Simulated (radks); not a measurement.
Dy4+, 62 electrons, occupied as [Kr] 4d10 4f8 5s1 5p6 5f1 (not the ground configuration). Method: scalar-relativistic Kohn-Sham, r2SCAN, spin-polarised, spherical densities, finite nucleus; open shells are filled with parallel spins first (spin-orbit coupling, left out, can overturn this in heavy ions); meta-GGA in the generalised Kohn-Sham scheme; Fermi nuclear charge, rms radius 5.2218 fm; computed with a radial shooting solver on a logarithmic mesh with Libxc functionals.

Unscreened Slater integrals over Kohn-Sham orbitals (eV). They are taken over the spin-up orbitals.

| integral | value |
|---|---|
| F0(5f,5f) | 7.2561 |
| F2(5f,5f) | 3.8789 |
| F4(5f,5f) | 2.5821 |
| F6(5f,5f) | 1.9083 |
| F0(5f,4f) | 9.5547 |
| F2(5f,4f) | 1.3039 |
| F4(5f,4f) | 0.52101 |
| F6(5f,4f) | 0.32137 |
| G0(5f,4f) | 0.46361 |
| G2(5f,4f) | 0.47526 |
| G4(5f,4f) | 0.34516 |
| G6(5f,4f) | 0.26111 |
| F0(5f,5p) | 9.1007 |
| F2(5f,5p) | 2.5399 |
| G2(5f,5p) | 1.0439 |
| G4(5f,5p) | 0.72287 |
| F0(5f,5s) | 9.1920 |
| G3(5f,5s) | 0.51481 |
| F0(4f,4f) | 33.758 |
| F2(4f,4f) | 16.267 |
| F4(4f,4f) | 10.250 |
| F6(4f,4f) | 7.3865 |
| F0(4f,5p) | 21.302 |
| F2(4f,5p) | 7.3691 |
| G2(4f,5p) | 3.5054 |
| G4(4f,5p) | 2.8060 |
| F0(4f,5s) | 23.417 |
| G3(4f,5s) | 4.1057 |
| F0(5p,5p) | 17.737 |
| F2(5p,5p) | 9.6467 |
| F0(5p,5s) | 18.737 |
| G1(5p,5s) | 12.684 |
| F0(5s,5s) | 19.993 |

Derived for the open shells (J is the average intra-shell exchange parameter used in DFT+U). 4f: F4/F2 = 0.630, F6/F2 = 0.454, J = (286 F2 + 195 F4 + 250 F6)/6435 = 1.321 eV. 5f: F4/F2 = 0.666, F6/F2 = 0.492, J = (286 F2 + 195 F4 + 250 F6)/6435 = 0.3248 eV.
